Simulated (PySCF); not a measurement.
A geometry optimisation, step by step.

C3H9AlO.
Bonds: C1–C2, C2–Al3, Al3–O4, O4–C5. Hydrogens: H6, H7, H8 on C1; H9, H10 on C2; H11 on Al3; H12, H13, H14 on C5.

Method: PBE0-D3(BJ)/def2-SVP geometry optimisation, gas phase (PySCF 2.14.0); density fitting, grid level 1; the optimiser is geomeTRIC in internal coordinates, started from a GFN2-xTB structure with every atom displaced at random (about 0.01 Å). 8 of its 27 geometries are shown. The frame can shift and turn from step to step; on so coarse a grid that alone can change the energy by a few meV, and forces under 0.02 eV/Å are noise.

Step 0: E = -11887.4314 eV, largest atomic force 1.618 eV/Å
```
atom  x, y, z in Å  |  force x, y, z in eV/Å
C1     -2.629    0.050   -0.157   -0.443   1.394  -0.691
C2     -1.279   -0.157   -0.803    0.497   0.254   0.753
Al3     0.111    0.096    0.603    0.727  -0.184  -0.805
O4      1.794    0.020    0.384   -1.486  -0.094   0.097
C5      3.146   -0.047    0.211   -0.440   0.370   0.555
H6     -3.461   -0.087   -0.877    0.073  -0.086   0.193
H7     -2.787   -0.599    0.683   -0.260  -0.597   0.767
H8     -2.717    1.099    0.211   -0.114  -0.411   0.018
H9     -1.245   -1.152   -1.224    0.278  -0.740  -0.358
H10    -1.154    0.530   -1.641    0.187   0.259  -0.330
H11    -0.305    0.389    2.065   -0.282   0.114   0.542
H12     3.556   -0.910    0.753    0.290  -0.199  -0.060
H13     3.368   -0.111   -0.849    0.560  -0.122  -0.596
H14     3.596    0.865    0.633    0.414   0.041  -0.086
```

Step 4: E = -11887.5841 eV, largest atomic force 0.061 eV/Å
```
atom  x, y, z in Å  |  force x, y, z in eV/Å
C1     -2.677    0.068   -0.201   -0.014  -0.033  -0.017
C2     -1.233   -0.123   -0.663    0.009   0.011   0.009
Al3     0.117    0.123    0.735   -0.007   0.007   0.020
O4      1.749    0.008    0.361   -0.039  -0.009  -0.019
C5      3.100   -0.060    0.129    0.060  -0.007  -0.006
H6     -3.407   -0.117   -1.006    0.010   0.023  -0.003
H7     -2.938   -0.613    0.626    0.005   0.000   0.010
H8     -2.857    1.090    0.170   -0.008   0.005  -0.002
H9     -1.091   -1.134   -1.090   -0.008  -0.015   0.001
H10    -0.995    0.561   -1.499   -0.004   0.007  -0.001
H11    -0.280    0.426    2.247    0.013   0.001  -0.006
H12     3.552   -0.941    0.621   -0.006   0.006   0.011
H13     3.326   -0.138   -0.951   -0.011   0.008  -0.001
H14     3.626    0.833    0.513   -0.003  -0.004   0.005
```

Step 7: E = -11887.5854 eV, largest atomic force 0.060 eV/Å
```
atom  x, y, z in Å  |  force x, y, z in eV/Å
C1     -2.689    0.075   -0.208    0.013   0.030   0.012
C2     -1.237   -0.119   -0.645   -0.007  -0.010  -0.015
Al3     0.123    0.124    0.744    0.013   0.007   0.025
O4      1.746   -0.008    0.338    0.016  -0.014  -0.054
C5      3.102   -0.073    0.124   -0.041   0.017   0.041
H6     -3.401   -0.090   -1.034   -0.006  -0.013   0.003
H7     -2.971   -0.613    0.605   -0.005  -0.005  -0.007
H8     -2.871    1.095    0.170    0.007  -0.005   0.005
H9     -1.096   -1.131   -1.071    0.005   0.008   0.000
H10    -0.988    0.564   -1.479    0.001  -0.005  -0.002
H11    -0.233    0.440    2.262   -0.013   0.002   0.003
H12     3.548   -0.953    0.623    0.006  -0.006  -0.007
H13     3.340   -0.147   -0.954    0.007  -0.005  -0.003
H14     3.620    0.821    0.517    0.004   0.000  -0.002
```

Step 11: E = -11887.5954 eV, largest atomic force 0.451 eV/Å
```
atom  x, y, z in Å  |  force x, y, z in eV/Å
C1     -2.727    0.149   -0.182    0.204   0.253  -0.052
C2     -1.283   -0.101   -0.637   -0.257  -0.019   0.012
Al3     0.169    0.111    0.651    0.065   0.038   0.152
O4      1.730   -0.142    0.067    0.277  -0.047  -0.170
C5      3.114   -0.165    0.142   -0.413   0.081   0.163
H6     -3.430    0.124   -1.030   -0.040  -0.127   0.047
H7     -3.058   -0.587    0.565   -0.047  -0.063   0.003
H8     -2.849    1.144    0.282    0.046  -0.052   0.015
H9     -1.195   -1.118   -1.061    0.039   0.009  -0.040
H10    -1.035    0.570   -1.481    0.034  -0.007  -0.026
H11     0.024    0.519    2.184   -0.089   0.007   0.001
H12     3.469   -1.037    0.718    0.061  -0.062  -0.025
H13     3.550   -0.217   -0.868    0.089  -0.021  -0.055
H14     3.515    0.737    0.641    0.030   0.010  -0.025
```

Step 15: E = -11887.6216 eV, largest atomic force 0.068 eV/Å
```
atom  x, y, z in Å  |  force x, y, z in eV/Å
C1     -2.687    0.208   -0.113   -0.039  -0.036   0.017
C2     -1.318   -0.082   -0.725    0.035  -0.017  -0.002
Al3     0.205    0.099    0.490   -0.034  -0.002   0.000
O4      1.747   -0.233   -0.139   -0.025  -0.001  -0.028
C5      3.090   -0.223    0.193    0.066  -0.017   0.003
H6     -3.497    0.178   -0.860    0.003   0.005  -0.006
H7     -2.948   -0.526    0.667    0.011   0.019   0.007
H8     -2.726    1.200    0.366   -0.010   0.013  -0.012
H9     -1.291   -1.099   -1.159   -0.004   0.007  -0.005
H10    -1.124    0.586   -1.586   -0.003   0.009   0.012
H11     0.077    0.552    2.013    0.005   0.010   0.000
H12     3.373   -1.108    0.794   -0.003  -0.003  -0.003
H13     3.711   -0.240   -0.721   -0.003   0.014   0.011
H14     3.381    0.672    0.774    0.000  -0.003   0.005
```

Step 19: E = -11887.6268 eV, largest atomic force 0.047 eV/Å
```
atom  x, y, z in Å  |  force x, y, z in eV/Å
C1     -2.693    0.208   -0.097    0.029   0.032  -0.013
C2     -1.323   -0.063   -0.720   -0.019  -0.001  -0.013
Al3     0.222    0.129    0.465   -0.020   0.021  -0.006
O4      1.753   -0.231   -0.187    0.022  -0.010   0.040
C5      3.088   -0.253    0.191   -0.031  -0.021  -0.010
H6     -3.516    0.032   -0.809   -0.004  -0.004   0.007
H7     -2.884   -0.429    0.782   -0.010  -0.017  -0.004
H8     -2.787    1.251    0.247    0.007  -0.009   0.013
H9     -1.285   -1.079   -1.154    0.005  -0.006   0.011
H10    -1.155    0.607   -1.584    0.002  -0.011  -0.008
H11     0.130    0.611    1.981    0.017   0.003  -0.004
H12     3.361   -1.213    0.667   -0.006  -0.002  -0.010
H13     3.737   -0.135   -0.694    0.009   0.024  -0.002
H14     3.346    0.551    0.906   -0.001   0.001  -0.001
```

Step 22: E = -11887.6321 eV, largest atomic force 0.180 eV/Å
```
atom  x, y, z in Å  |  force x, y, z in eV/Å
C1     -2.687    0.240   -0.083   -0.052  -0.066   0.044
C2     -1.334   -0.075   -0.718    0.028  -0.015   0.013
Al3     0.229    0.157    0.433    0.170   0.006  -0.060
O4      1.745   -0.265   -0.228   -0.070  -0.026   0.020
C5      3.068   -0.289    0.190   -0.031   0.103  -0.075
H6     -3.533   -0.032   -0.735    0.007   0.049  -0.035
H7     -2.839   -0.304    0.866    0.014   0.013  -0.018
H8     -2.787    1.311    0.152   -0.011   0.014   0.010
H9     -1.305   -1.116   -1.091   -0.008   0.000   0.025
H10    -1.172    0.540   -1.623   -0.018  -0.005  -0.002
H11     0.238    0.710    1.926   -0.072   0.011   0.015
H12     3.400   -1.322    0.400    0.029  -0.012   0.008
H13     3.727    0.116   -0.599    0.001  -0.035   0.018
H14     3.242    0.314    1.102    0.013  -0.039   0.038
```

Step 26: E = -11887.6425 eV, largest atomic force 0.033 eV/Å
```
atom  x, y, z in Å  |  force x, y, z in eV/Å
C1     -2.685    0.269   -0.079    0.010   0.012  -0.008
C2     -1.341   -0.129   -0.689   -0.006  -0.006   0.010
Al3     0.234    0.151    0.435   -0.009  -0.002   0.004
O4      1.745   -0.296   -0.210    0.003   0.019  -0.007
C5      3.079   -0.279    0.170    0.014  -0.023   0.019
H6     -3.527    0.080   -0.765   -0.002  -0.005   0.004
H7     -2.897   -0.286    0.850   -0.003  -0.004   0.001
H8     -2.719    1.339    0.181    0.003  -0.003   0.002
H9     -1.348   -1.196   -0.982   -0.001   0.000  -0.005
H10    -1.170    0.412   -1.638    0.002  -0.002  -0.003
H11     0.202    0.761    1.907    0.004   0.002  -0.002
H12     3.497   -1.302    0.178   -0.004   0.000  -0.007
H13     3.683    0.311   -0.542   -0.004   0.006  -0.004
H14     3.238    0.150    1.178   -0.006   0.005  -0.007
```

Task: Summarise the path.

Result: The energy falls by 4.87 kcal/mol from step 0 to step 26; nine tenths of that is first reached at step 15. It rises by more than 0.2 meV at step 9. The largest force goes from 1.618 to 0.033 eV/Å. Among the bonds Al3–H11 changes most, from 1.548 to 1.594 Å; the atoms move by 0.436 Å rms after alignment.

Task: Follow the three bonds and two angles with the largest change from start to end.

Result: 
| step | E above end (kcal/mol) | largest force (eV/Å) | Al3–H11 (Å) | C2–Al3 (Å) | C1–H7 (Å) | Al3–O4–C5 (°) | C2–Al3–O4 (°) |
| --- | --- | --- | --- | --- | --- | --- | --- |
| 0 | 4.87 | 1.618 | 1.548 | 1.993 | 1.074 | 179.7 | 126.5 |
| 1 | 1.58 | 0.266 | 1.588 | 1.967 | 1.104 | 177.3 | 120.6 |
| 2 | 1.43 | 0.158 | 1.590 | 1.961 | 1.102 | 177.1 | 121.7 |
| 3 | 1.37 | 0.105 | 1.592 | 1.958 | 1.102 | 176.9 | 120.3 |
| 5 | 1.33 | 0.040 | 1.591 | 1.960 | 1.103 | 176.3 | 119.8 |
| 6 | 1.33 | 0.039 | 1.591 | 1.960 | 1.103 | 175.8 | 119.6 |
| 7 | 1.32 | 0.060 | 1.591 | 1.959 | 1.102 | 174.6 | 119.3 |
| 8 | 1.28 | 0.201 | 1.591 | 1.957 | 1.101 | 169.8 | 118.4 |
| 9 | 2.35 | 0.738 | 1.594 | 1.943 | 1.096 | 133.7 | 112.1 |
| 10 | 1.19 | 0.514 | 1.593 | 1.950 | 1.099 | 153.0 | 115.5 |
| 11 | 1.09 | 0.451 | 1.593 | 1.952 | 1.099 | 155.3 | 116.4 |
| 12 | 0.74 | 0.400 | 1.595 | 1.953 | 1.100 | 141.4 | 116.9 |
| 14 | 0.51 | 0.091 | 1.594 | 1.956 | 1.103 | 140.4 | 117.3 |
| 15 | 0.48 | 0.068 | 1.594 | 1.956 | 1.103 | 142.3 | 117.3 |
| 16 | 0.47 | 0.077 | 1.594 | 1.957 | 1.102 | 142.0 | 117.3 |
| 17 | 0.42 | 0.114 | 1.595 | 1.957 | 1.102 | 141.2 | 117.4 |
| 18 | 0.39 | 0.086 | 1.595 | 1.956 | 1.102 | 140.5 | 117.3 |
| 19 | 0.36 | 0.047 | 1.594 | 1.956 | 1.102 | 139.8 | 117.2 |
| 20 | 0.33 | 0.062 | 1.594 | 1.955 | 1.102 | 139.3 | 117.1 |
| 21 | 0.30 | 0.114 | 1.593 | 1.955 | 1.103 | 138.5 | 117.0 |
| 23 | 0.16 | 0.179 | 1.593 | 1.954 | 1.104 | 137.2 | 117.0 |
| 24 | 0.04 | 0.081 | 1.594 | 1.955 | 1.103 | 137.7 | 117.2 |
| 25 | 0.01 | 0.069 | 1.594 | 1.955 | 1.102 | 138.0 | 117.3 |
| 26 | 0.00 | 0.033 | 1.594 | 1.955 | 1.102 | 138.3 | 117.3 |

The cost below is that of the whole optimisation. Time: 2.1 min; peak memory 0.50 GiB. Hardware: Arm Neoverse V1, one thread, shared host with 32 logical CPUs at a one-minute load of 26.
